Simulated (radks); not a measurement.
Species: Be I. Configuration: [He] 2s2.

Method: non-relativistic Kohn-Sham, PBEsol, spin-polarised, spherical densities, point nucleus; computed with a radial shooting solver on a logarithmic mesh with Libxc functionals.

Energy parts (eV):
part                    energy
total                 -395.444
kinetic                393.122
electron-nucleus      -911.792
Hartree                194.292
exchange-correlation   -71.067

Orbitals (lengths in bohr, moments of r in powers of bohr; <r^-3> diverges for s and p1/2):
orbital  occ.  eigenvalue (eV)  <r^-3>
1s          2        -105.4370       -
2s          2          -5.5424       -

The highest occupied level is 2s at -5.542 eV. The electron density at the nucleus is 35.33 e/bohr^3. For comparison, the ionisation energy in NIST's Atomic Spectra Database is 9.323 eV (measured). In exact Kohn-Sham theory the highest level is minus the ionisation energy, but local and semilocal functionals leave it too shallow, through self-interaction and a potential that decays too fast; potentials with the right tail come closer. Summed over all electrons, <r^2> = 16.91 bohr^2, which gives a Langevin (diamagnetic) susceptibility term of -13.4 x 10^-6 cm^3/mol. The density falls to 0.001 e/bohr^3 at r = 4.14 bohr. Virial ratio -V/T = 2.00591.
